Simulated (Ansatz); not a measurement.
Energy profile

The step: GaH₂SF ([F][GaH][SH]) → GaHS ([S][GaH]) + HF; bonds formed: F2–H4; bonds broken: Ga1–F2, S3–H4 (atoms numbered as in the saddle structure below).

```tsv
atom	x (Å)	y (Å)	z (Å)
Ga1	-0.7306	0.1200	-0.2344
F2	1.0725	0.7027	0.5136
S3	0.1903	-1.7451	-0.2695
H4	1.1472	-0.3978	0.3277
H5	-1.6795	1.3202	-0.3374
```

Electronic energies by CCSD(T) at an estimated basis limit (MP2 extrapolated from triple and quadruple zeta, plus CCSD(T) − MP2 in triple zeta), on PBE0-D4/def2-TZVP structures; GaH₂SF, singlet; no counterpoise correction. Computed with Ansatz 0.2.0 (basis: def2-TZVPP and def2-QZVPP); correlated methods freeze the cores. Filled d shells of the heavier atoms are correlated. The def2 sets are not built for correlating such inner shells, so the correlated values are less sure here. Extrapolation: Hartree–Fock as exp(−7.88 √X), correlation as X^−2.97.

Task: Give the profile in kcal/mol, counted from the start structure. (An estimate is asked for; the value comes from the calculation.)

Result: Computed:
```csv
point,kcal/mol
start structure,0.00
saddle,33.24
end structure,29.74
"separated: GaHS (linked as [S][GaH]; Ga1, S3, H5; singlet) + HF (F2, H4; singlet)",37.26
```

T1 diagnostic: at most 0.019.

For scale, one of the runs: CCSD(T)/def2-TZVPP, 149 basis functions, launched by `ansatz run in.yaml --threads 2 --pin off --events-out ev --progress --plain --max-ram 4352MiB`. The run took 26 s on 2 CPU threads (shared host), with 0.93 GiB of host memory at its peak.
